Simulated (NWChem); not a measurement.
System: trimethylarsine (C3H9As); SMILES C[As](C)C

Input file for NWChem:

```
start job
memory heap 200 mb stack 900 mb global 1100 mb
geometry units angstroms
  C      0.635177     1.581368    -0.530516
  As     0.000000     0.000000     0.451678
  C      1.051916    -1.340764    -0.530516
  C     -1.687094    -0.240604    -0.530516
  H      0.578122     1.435661    -1.620200
  H      1.677908     1.791350    -0.249693
  H      0.025434     2.453572    -0.251794
  H      0.954258    -1.218498    -1.620200
  H      0.712400    -2.348786    -0.249693
  H      2.112139    -1.248813    -0.251794
  H     -1.532379    -0.217162    -1.620200
  H     -2.137573    -1.204759    -0.251794
  H     -2.390309     0.557436    -0.249693
end
basis spherical
  * library 6-31g*
end
dft
  xc b3lyp
  iterations 150
end
driver
  maxiter 120
end
task dft optimize
task dft freq
```

Parts of the log:

```
             Northwest Computational Chemistry Package (NWChem) 7.3.0
             --------------------------------------------------------

 C3V symmetry detected

                             Geometry "geometry" -> ""
                             -------------------------

 Output coordinates in angstroms (scale by  1.889725989 to convert to a.u.)

  No.       Tag          Charge          X              Y              Z
 ---- ---------------- ---------- -------------- -------------- --------------
    1 C                    6.0000     1.20502603     1.20502603    -0.51369975
    2 As                  33.0000     0.00000000    -0.00000000     0.46849425
    3 C                    6.0000     0.44107014    -1.64609617    -0.51369975
    4 C                    6.0000    -1.64609617     0.44107014    -0.51369975
    5 H                    1.0000     1.09438205     1.09438205    -1.60338375
    6 H                    1.0000     2.24652975     0.98771954    -0.23392725
    7 H                    1.0000     0.98771954     2.24652975    -0.23392725
    8 H                    1.0000     0.40057163    -1.49495368    -1.60338375
    9 H                    1.0000    -0.26787466    -2.43941161    -0.23392725
   10 H                    1.0000     1.45169207    -1.97865509    -0.23392725
   11 H                    1.0000    -1.49495368     0.40057163    -1.60338375
   12 H                    1.0000    -2.43941161    -0.26787466    -0.23392725
   13 H                    1.0000    -1.97865509     1.45169207    -0.23392725

 Effective nuclear repulsion energy (a.u.)     290.0995563262

      Symmetry information
      --------------------

 Group name             C3v
 Group number             17
 Group order               6
 No. of unique centers     4

                                Z-matrix (autoz)
                                --------

 Units are Angstrom for bonds and degrees for angles

[...]

      ----------------------
      Optimization converged
      ----------------------

  Step       Energy      Delta E   Gmax     Grms     Xrms     Xmax
  ---- ---------------- -------- -------- -------- -------- --------
@    5   -2355.36414192 -8.6D-08  0.00001  0.00001  0.00037  0.00108
                                     ok       ok       ok       ok

                                Z-matrix (autoz)
                                --------

 Units are Angstrom for bonds and degrees for angles

[...]

 Rotational Constants
 --------------------
 A=   0.153493 cm-1  (  0.220837 K)
 B=   0.153493 cm-1  (  0.220837 K)
 C=   0.111600 cm-1  (  0.160564 K)

 Temperature                      =   298.15K
 frequency scaling parameter      =   1.0000

 Zero-Point correction to Energy  =   69.891 kcal/mol  (  0.111378 au)
 Thermal correction to Energy     =   74.490 kcal/mol  (  0.118707 au)
 Thermal correction to Enthalpy   =   75.082 kcal/mol  (  0.119651 au)

 Total Entropy                    =   80.431 cal/mol-K
   - Translational                =   40.243 cal/mol-K (mol. weight = 119.9920)
   - Rotational                   =   23.727 cal/mol-K (symmetry #  =        3)
   - Vibrational                  =   16.461 cal/mol-K

 Cv (constant volume heat capacity) =   24.693 cal/mol-K
   - Translational                  =    2.979 cal/mol-K
   - Rotational                     =    2.979 cal/mol-K
   - Vibrational                    =   18.734 cal/mol-K

[normal modes left out]

 ----------------------------------------------------------------------------
 Normal Eigenvalue ||           Projected Infra Red Intensities
  Mode   [cm**-1]  || [atomic units] [(debye/angs)**2] [(KM/mol)] [arbitrary]
 ------ ---------- || -------------- ----------------- ---------- -----------
    1       -0.000 ||    0.000540           0.012         0.526       0.736
    2       -0.000 ||    0.000439           0.010         0.428       0.599
    3        0.000 ||    0.000004           0.000         0.004       0.006
    4        0.000 ||    0.000004           0.000         0.004       0.006
    5        0.000 ||    0.000105           0.002         0.102       0.143
    6        0.000 ||    0.000005           0.000         0.005       0.007
    7      150.120 ||    0.000000           0.000         0.000       0.000
    8      161.640 ||    0.000000           0.000         0.000       0.000
    9      161.643 ||    0.000000           0.000         0.000       0.000
   10      207.811 ||    0.000091           0.002         0.089       0.124
   11      207.818 ||    0.000091           0.002         0.089       0.124
   12      228.539 ||    0.000394           0.009         0.384       0.537
   13      552.203 ||    0.002223           0.051         2.167       3.030
   14      570.791 ||    0.013291           0.307        12.957      18.114
   15      570.793 ||    0.013291           0.307        12.957      18.114
   16      771.350 ||    0.000000           0.000         0.000       0.000
   17      804.994 ||    0.000964           0.022         0.939       1.313
   18      804.996 ||    0.000963           0.022         0.939       1.313
   19      916.481 ||    0.018172           0.419        17.714      24.765
   20      916.481 ||    0.018171           0.419        17.714      24.764
   21      922.281 ||    0.046354           1.069        45.188      63.173
   22     1307.120 ||    0.000008           0.000         0.007       0.010
   23     1307.120 ||    0.000008           0.000         0.007       0.010
   24     1332.539 ||    0.001057           0.024         1.031       1.441
   25     1490.151 ||    0.000000           0.000         0.000       0.000
   26     1496.206 ||    0.003498           0.081         3.410       4.767
   27     1496.207 ||    0.003499           0.081         3.411       4.769
   28     1503.536 ||    0.008890           0.205         8.666      12.116
   29     1503.537 ||    0.008892           0.205         8.669      12.119
   30     1513.766 ||    0.006356           0.147         6.196       8.662
   31     3052.257 ||    0.017192           0.397        16.759      23.430
   32     3053.334 ||    0.018901           0.436        18.426      25.760
   33     3053.339 ||    0.018902           0.436        18.427      25.761
   34     3140.431 ||    0.004957           0.114         4.832       6.756
   35     3140.432 ||    0.004948           0.114         4.824       6.744
   36     3141.037 ||    0.035261           0.814        34.374      48.056
   37     3144.021 ||    0.000000           0.000         0.000       0.000
   38     3144.904 ||    0.019343           0.446        18.856      26.361
   39     3144.905 ||    0.019350           0.446        18.864      26.372
 ----------------------------------------------------------------------------
```

Level: B3LYP/6-31G* (spherical d). B3LYP is NWChem's, with the RPA form of VWN correlation.
